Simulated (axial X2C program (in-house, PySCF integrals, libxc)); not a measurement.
# Potential curves of InH, 2c

Calculated with an in-house all-electron X2C program for linear molecules (integrals from PySCF). Two-component (2c) means X2C with spin–orbit coupling and atomic mean-field two-electron Coulomb and Gaunt terms. Basis: In dyall-cv3z [11s12p9d4f1g], H dyall-v3z [6s2p1d] (cores contracted in-house); Gaussian nuclei, density fitting, unrestricted open shells. Masses: In 114.904 u, H 1.008 u.

State: Ω = 0 (closed shell). Energies in kJ/mol from the fragments at the same level (In + H). Fits are polynomials in 1 − R0/R over 0.85 to 1.23 times the lowest point R0.

```tsv
R (Å)	CCSD	CCSD(T)	HF
1.6104			-129.63
1.6844	-236.38	-237.59	-147.40
1.7399	-243.50	-244.72	-155.21
1.7955	-247.09	-248.36	-159.27
1.8510	-247.81	-249.15	-160.26
1.9158	-245.81	-247.26	-158.32
1.9806	-241.43	-243.00	-153.75
2.0639	-233.16	-234.95	-144.95
2.1657			-131.04
2.3137			-107.00
```

Correlated methods: 14 electrons correlated (number of frozen shells: In 4 s, 3 p, 1 d; H none), 192 virtual spin orbitals or spinors in MP2, 110 natural virtuals in coupled cluster.

One determinant describes the state; a PBE0 search over occupations chose it and may have missed a lower one. Closed shells are restricted here (equal orbitals for both partners); the stretched side of such a curve lies too high. Dissociation energies refer to the lowest single-determinant-based atoms at the same level and basis. CCSD and (T) use frozen natural virtuals with an MP2 correction for the truncation; (T) itself is uncorrected, so its De runs slightly low. Coupled cluster ran on the points near the minimum only. MP2 and coupled cluster on one determinant become unreliable at the stretched end.

Task: What are Re, ωe and De at the CCSD level?

Result: At CCSD, 2c: Re = 1.839 Å, ωe ≈ 1480 cm⁻¹, De = 2.57 eV to In + H; Be follows as 4.99 cm⁻¹.

Task: What are Re, ωe and De at the CCSD(T) level?

Result: At CCSD(T), 2c: Re = 1.841 Å, ωe ≈ 1470 cm⁻¹, De = 2.58 eV to In + H; Be follows as 4.98 cm⁻¹.

Task: Fit the HF curve near its minimum: give the equilibrium distance, the harmonic wavenumber and the well depth.

Result: At HF, 2c: Re = 1.844 Å, ωe ≈ 1520 cm⁻¹, De = 1.66 eV to In + H; Be follows as 4.96 cm⁻¹.
